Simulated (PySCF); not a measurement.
Compound: C3H4F4O.
Numbering: `[OH:1][CH2:2][C@@H:3]([F:4])[C:5]([F:6])([F:7])[F:8]` (hydrogens: H9 on O1; H10, H11 on C2; H12 on C3)

The same species was optimised twice, with GFN2-xTB and with PBE0-D3(BJ)/def2-SVP (PySCF), and the same property calculations (PySCF, gas phase) were run on both structures.

```tsv
coordinate	GFN2-xTB	PBE0-D3(BJ)/def2-SVP	change
C2–C3 (Å)	1.538	1.513	-0.025
C3–C5 (Å)	1.536	1.524	-0.012
C5–F8 (Å)	1.339	1.334	-0.005
C5–F6 (Å)	1.339	1.335	-0.004
C5–F7 (Å)	1.329	1.327	-0.002
C3–F4 (Å)	1.374	1.376	+0.002
O1–C2 (Å)	1.392	1.391	-0.001
C2–C3–C5 (°)	112.5	114.8	+2.3
F6–C5–F8 (°)	106.6	107.9	+1.3
C3–C5–F8 (°)	111.3	110.3	-1.0
F4–C3–C5 (°)	107.8	107.0	-0.8
C3–C5–F7 (°)	113.2	112.5	-0.7
C3–C5–F6 (°)	110.4	109.7	-0.7
F6–C5–F7 (°)	107.9	108.6	+0.7
F7–C5–F8 (°)	107.1	107.8	+0.7
O1–C2–C3–F4 (°)	-66	-61	+5
C2–C3–C5–F6 (°)	53	53	0
```

Rotational constants: A = 2849, B = 1754, C = 1481 MHz (GFN2-xTB) against A = 2922, B = 1735, C = 1489 MHz (PBE0-D3(BJ)/def2-SVP). Point groups within 0.08 Å: C1 and C1.

On the GFN2-xTB structure: lowest singlet, TDDFT (eV) 7.54 [CAM-B3LYP/def2-SVPD]; lowest triplet, Tamm–Dancoff (eV) 7.17 [CAM-B3LYP/def2-SVPD]; isotropic polarisability (au) 45.8 [CAM-B3LYP/def2-SVPD]; HOMO (eV) -10.18 [CAM-B3LYP/def2-SVPD]; LUMO (eV) 0.94 [CAM-B3LYP/def2-SVPD]; dipole (D) 2.59 [CAM-B3LYP/def2-SVPD]; HOMO (eV) -8.46 [PBE0/pcSseg-1]; LUMO (eV) 1.13 [PBE0/pcSseg-1]; dipole (D) 2.47 [PBE0/pcSseg-1]; GIAO shielding of O1 (ppm) 318.0 [PBE0/pcSseg-1]; GIAO shielding of C2 (ppm) 120.4 [PBE0/pcSseg-1]; GIAO shielding of C3 (ppm) 91.8 [PBE0/pcSseg-1]; GIAO shielding of F4 (ppm) 415.8 [PBE0/pcSseg-1]; GIAO shielding of C5 (ppm) 55.3 [PBE0/pcSseg-1]; GIAO shielding of F6/F7/F8 (mean) (ppm) 261.5 [PBE0/pcSseg-1].

Task: What do these properties become on the PBE0-D3(BJ)/def2-SVP structure?

Result: 
```tsv
property	level	on GFN2-xTB	on PBE0-D3(BJ)/def2-SVP	change
lowest singlet, TDDFT (eV)	CAM-B3LYP/def2-SVPD	7.54	7.60	+0.06
lowest triplet, Tamm–Dancoff (eV)	CAM-B3LYP/def2-SVPD	7.17	7.24	+0.07
isotropic polarisability (au)	CAM-B3LYP/def2-SVPD	45.8	45.6	-0.2
HOMO (eV)	CAM-B3LYP/def2-SVPD	-10.18	-10.18	0.00
LUMO (eV)	CAM-B3LYP/def2-SVPD	0.94	0.95	+0.01
dipole (D)	CAM-B3LYP/def2-SVPD	2.59	2.49	-0.10
energy, GFN2-xTB geometry as zero (kcal/mol)	CAM-B3LYP/def2-SVPD	0.0	-0.4	-0.4
HOMO (eV)	PBE0/pcSseg-1	-8.46	-8.46	0.00
LUMO (eV)	PBE0/pcSseg-1	1.13	1.16	+0.03
dipole (D)	PBE0/pcSseg-1	2.47	2.35	-0.12
energy, GFN2-xTB geometry as zero (kcal/mol)	PBE0/pcSseg-1	0.0	-0.7	-0.7
GIAO shielding of O1 (ppm)	PBE0/pcSseg-1	318.0	320.1	+2.1
GIAO shielding of C2 (ppm)	PBE0/pcSseg-1	120.4	122.1	+1.7
GIAO shielding of C3 (ppm)	PBE0/pcSseg-1	91.8	93.0	+1.2
GIAO shielding of F4 (ppm)	PBE0/pcSseg-1	415.8	416.8	+1.0
GIAO shielding of C5 (ppm)	PBE0/pcSseg-1	55.3	56.7	+1.4
GIAO shielding of F6/F7/F8 (mean) (ppm)	PBE0/pcSseg-1	261.5	266.2	+4.7
```

The heavy atoms differ by 0.046 Å rms after alignment. Among bonds between heavy atoms C2–C3 changes most (-0.025 Å). Changes are differences of the printed values. Neither structure is proved a minimum here.

The values belong to the conformer `[OH:1][CH2:2][C@@H:3]([F:4])[C:5]([F:6])([F:7])[F:8]`: O1–C2–C3–F4 -61°, C2–C3–C5–F6 53°, H–O1–C2–C3 52°.
